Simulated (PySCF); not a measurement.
PySCF was given this input:
```python
from pyscf import gto, scf, dft

mol = gto.M(
    atom='''
O    -0.00000000   -0.00000000   -1.99737313
B    -0.00000000   -0.00000000   -0.80940457
B     0.00000000    0.00000000    0.80940457
O     0.00000000    0.00000000    1.99737313
''',
    basis='def2-svpd',
    verbose=4,
)

mf = dft.RKS(mol)
mf.xc = 'pbe0'
mf = mf.density_fit(auxbasis='def2-universal-jkfit')
mf.kernel()
mf.analyze()
```

What does this run give for the dipole moment, HOMO-LUMO gap, number of basis functions, HOMO energy, nuclear repulsion energy?


- dipole moment: 0.00 D
- HOMO-LUMO gap: 8.65 eV
- number of basis functions: 86
- HOMO energy: -11.14 eV
- nuclear repulsion energy: 67.3689 Eh
